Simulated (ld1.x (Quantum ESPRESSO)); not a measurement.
Reading a pseudo-wave (C)

Columns: radius, all-electron u(r) and pseudo u(r) of the 2p shell (level -31.58 eV) of carbon in the configuration [He] 2s2 2p0; PBEsol, non-relativistic, TM scheme, ld1.x (Quantum ESPRESSO) 7.5.

| r (bohr) | all-electron | pseudo |
| --- | --- | --- |
| 0.062 | 0.0270 | 0.0137 |
| 0.125 | 0.0920 | 0.0545 |
| 0.188 | 0.1759 | 0.1192 |
| 0.250 | 0.2655 | 0.2011 |
| 0.312 | 0.3548 | 0.2947 |
| 0.375 | 0.4410 | 0.3946 |
| 0.438 | 0.5198 | 0.4923 |
| 0.500 | 0.5888 | 0.5803 |
| 0.562 | 0.6488 | 0.6563 |
| 0.625 | 0.7008 | 0.7189 |
| 0.688 | 0.7442 | 0.7665 |
| 0.750 | 0.7788 | 0.8000 |
| 0.812 | 0.8053 | 0.8224 |
| 0.875 | 0.8245 | 0.8362 |
| 0.938 | 0.8365 | 0.8432 |
| 1.000 | 0.8419 | 0.8450 |
| 1.062 | 0.8416 | 0.8427 |
| 1.125 | 0.8360 | 0.8363 |
| 1.188 | 0.8259 | 0.8259 |
| 1.250 | 0.8121 | 0.8121 |
| 1.312 | 0.7950 | 0.7950 |
| 1.375 | 0.7748 | 0.7748 |
| 1.438 | 0.7524 | 0.7524 |
| 1.500 | 0.7285 | 0.7285 |
| 1.562 | 0.7033 | 0.7033 |
| 1.625 | 0.6767 | 0.6767 |

Problem. How many radial nodes do the two functions have?

Solution. The all-electron 2p function has n − l − 1 = 0; the pseudo-wave has 0.

Problem. At about which radius was the pseudo-wave matched?

Solution. 1.25 bohr. The columns agree to 0.0005 from 1.12 bohr on; several derivatives are matched, so the curves merge somewhat inside the radius.

Problem. Where does each function peak?

Solution. Outermost all-electron maximum near 1.00 bohr, pseudo maximum near 1.00 bohr (to the table’s step).

Problem. Is the pseudo-wave norm-conserving?

Solution. Yes: the TM scheme keeps the norm inside the radius equal to the all-electron one, which fixes the energy derivative of the logarithmic derivative at the level.
